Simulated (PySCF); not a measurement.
Choosing a molecule for a target property.

All species are isolated and taken at one optimised geometry, non-relativistic unless stated. Electronic properties by PySCF.

Dipoles, sizes and rotational constants follow the conformer. The torsions of the flexible species, by atom-mapped SMILES:
- `[CH3:1][S@@:2](=[O:3])[CH2:4][C@H:5]1[CH2:6][C@H:7]1[F:8]`: C1–S2–C4–C5 -167°, S2–C4–C5–C6 -159°
- `[CH2:1]=[CH:2][CH2:3]/[CH:4]=[N:5]/[CH:6]=[CH2:7]`: C1–C2–C3–C4 -115°, C2–C3–C4–N5 -112°, C4–N5–C6–C7 180°
- `[O:1]=[S@:2]([CH2:3][F:4])[CH2:5][CH:6]1[CH2:7][CH2:8]1`: O1–S2–C3–F4 -167°, O1–S2–C5–C6 -69°, S2–C5–C6–C7 -82°

The conformers of `[CH3][Ge@@H]1[CH2]CCC[C@H]1F`, `C[C@@H]1CC[CH2][Ge@@H]([F])[CH2]1` and `O=CC1CC[AsH]CC1` aren't listed.

Question: Wanted: electronic spatial extent ⟨r²⟩ about the centre of nuclear charge below 1000 bohr² (CAM-B3LYP/def2-SVPD) and dipole moment below 3 D (CAM-B3LYP/def2-SVPD), at PBE0-D3(BJ)/def2-SVP geometries. Which candidate meets both?
A. `C#Cc1ccco1`
B. `C=CC/C=N/C=C`
C. `C[S@@](=O)C[C@H]1C[C@H]1F`
D. `C(C1CC1)[S@](=O)CF`

Answer: A. Computed values:
```csv
species,electronic spatial extent ⟨r²⟩ about the centre of nuclear charge,dipole moment
C#Cc1ccco1,700 bohr²,1.03 D
C=CC/C=N/C=C,1243 bohr²,1.50 D
C[S@@](=O)C[C@H]1C[C@H]1F,1350 bohr²,3.34 D
C(C1CC1)[S@](=O)CF,1402 bohr²,2.68 D
```

Question: Wanted: HOMO–LUMO gap between 8 eV and 9.6 eV (CAM-B3LYP/def2-SVPD) and static isotropic polarisability above 98 au (CAM-B3LYP/def2-SVPD), at PBE0-D3(BJ)/def2-SVP geometries. Which candidate meets both?
A. `C[C@@H]1CC[CH2][Ge@@H]([F])[CH2]1`
B. `C#Cc1ccco1`
C. `C=CC/C=N/C=C`
D. `CC(F)(F)C#N`
E. `O=CC1CC[AsH]CC1`
F. `C[S@@](=O)C[C@H]1C[C@H]1F`
G. `[CH3][Ge@@H]1[CH2]CCC[C@H]1F`

Answer: E. Computed values:
```
                          species  HOMO–LUMO gap  static isotropic polarisability
                       C#Cc1ccco1        7.91 eV                          74.1 au
                     C=CC/C=N/C=C        8.24 eV                          91.0 au
                  O=CC1CC[AsH]CC1        8.59 eV                         101.6 au
        C[S@@](=O)C[C@H]1C[C@H]1F        9.18 eV                          84.7 au
     [CH3][Ge@@H]1[CH2]CCC[C@H]1F       10.00 eV                          99.4 au
C[C@@H]1CC[CH2][Ge@@H]([F])[CH2]1       10.33 eV                          97.0 au
                      CC(F)(F)C#N       12.71 eV                          41.8 au
```

Question: Wanted: lowest triplet excitation (Tamm–Dancoff) above 6.5 eV (TDA CAM-B3LYP/def2-SVPD) and HOMO energy below -8.2 eV (CAM-B3LYP/def2-SVPD), at PBE0-D3(BJ)/def2-SVP geometries. Which candidate meets both?
A. `C=CC/C=N/C=C`
B. `C[S@@](=O)C[C@H]1C[C@H]1F`
C. `[CH3][Ge@@H]1[CH2]CCC[C@H]1F`
D. `CC(F)(F)C#N`

Answer: C. Computed values:
```
                     species  lowest triplet excitation (Tamm–Dancoff)  HOMO energy
                C=CC/C=N/C=C                                   3.34 eV     -8.33 eV
   C[S@@](=O)C[C@H]1C[C@H]1F                                   5.27 eV     -8.05 eV
                 CC(F)(F)C#N                                   6.12 eV    -11.98 eV
[CH3][Ge@@H]1[CH2]CCC[C@H]1F                                   6.92 eV     -8.80 eV
```

Question: Wanted: lowest singlet excitation between 5 eV and 5.6 eV (TDDFT CAM-B3LYP/def2-SVPD) and vertical ionisation energy below 9 eV (ΔSCF CAM-B3LYP/def2-SVPD), at PBE0-D3(BJ)/def2-SVP geometries. Which candidate meets both?
A. `C(/N=C/CC=C)=C`
B. `[CH3][Ge@@H]1[CH2]CCC[C@H]1F`
C. `CC(F)(F)C#N`
D. `C[S@@](=O)C[C@H]1C[C@H]1F`
E. `C#Cc1ccco1`

Answer: E. Computed values:
| species | lowest singlet excitation | vertical ionisation energy |
| --- | --- | --- |
| C(/N=C/CC=C)=C | 4.68 eV | 9.07 eV |
| C#Cc1ccco1 | 5.19 eV | 8.50 eV |
| C[S@@](=O)C[C@H]1C[C@H]1F | 5.99 eV | 8.80 eV |
| [CH3][Ge@@H]1[CH2]CCC[C@H]1F | 7.31 eV | 9.47 eV |
| CC(F)(F)C#N | 7.49 eV | 13.20 eV |
